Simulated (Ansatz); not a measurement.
Mo₅Se₉. Total charge 0; singlet. Geometry PBE-D4/def2-SVP; atoms count from 1.

```xyz
14

Mo   -0.354    1.592   -0.774
Mo   -1.524   -0.703   -1.526
Mo    0.867   -0.784   -0.506
Mo   -1.420   -0.046    1.004
Mo    1.337   -1.065    1.924
Se   -1.687    2.340    1.164
Se   -3.358   -1.149    0.042
Se   -1.746    1.358   -2.778
Se    2.056   -2.845    0.509
Se    2.742    0.685    2.203
Se    0.137   -2.247   -2.390
Se    1.697    2.894   -0.242
Se   -0.755   -1.089    3.141
Se    2.009    1.059   -1.772
```

In the def2 sets Mo takes a core potential; there is no spin–orbit coupling. Single mean-field runs in def2-TZVP are fitted with def2-universal-jkfit. The restricted singlet is unstable towards broken spin symmetry in Hartree–Fock (as tested in another run); at PBE0-D4/def2-TZVP this wasn't settled. Another isomer (singlet) lies 0.03 eV lower at PBE0-D4/def2-TZVP; other spin states weren't run for this one.

**Question.** Estimate the Mulliken populations from the PBE0/def2-TZVP orbitals of Ansatz.

**Answer.** 
```
atom  charge (e)  d electrons
 Mo1        0.39         4.52
 Mo2        0.43         4.48
 Mo3        0.44         4.68
 Mo4        0.54         4.49
 Mo5        0.40         4.47
 Se6       -0.26            –
 Se7       -0.31            –
 Se8       -0.26            –
 Se9       -0.28            –
Se10       -0.25            –
Se11       -0.28            –
Se12       -0.16            –
Se13       -0.36            –
Se14       -0.05            –
```
Mulliken values depend strongly on the basis.

**Question.** And the Mayer bond orders between heavy atoms (over 0.3)?

**Answer.** Mo1–Mo2 0.80 (2.68 Å); Mo1–Mo3 0.77 (2.69 Å); Mo1–Mo4 0.79 (2.64 Å); Mo1–Se6 0.98 (2.47 Å); Mo1–Se8 1.11 (2.45 Å); Mo1–Se12 1.00 (2.49 Å); Mo1–Se14 0.59 (2.62 Å); Mo2–Mo3 0.82 (2.60 Å); Mo2–Mo4 0.86 (2.62 Å); Mo2–Se7 1.02 (2.45 Å); Mo2–Se8 1.15 (2.42 Å); Mo2–Se11 1.13 (2.43 Å); Mo3–Mo4 0.55 (2.84 Å); Mo3–Mo5 1.18 (2.49 Å); Mo3–Se9 0.70 (2.59 Å); Mo3–Se11 0.96 (2.49 Å); Mo3–Se14 0.83 (2.51 Å); Mo4–Mo5 0.39 (3.08 Å); Mo4–Se6 1.22 (2.41 Å); Mo4–Se7 1.11 (2.43 Å); Mo4–Se13 0.93 (2.47 Å); Mo5–Se9 1.29 (2.38 Å); Mo5–Se10 2.02 (2.26 Å); Mo5–Se13 1.11 (2.42 Å); Se12–Se14 0.94 (2.41 Å).
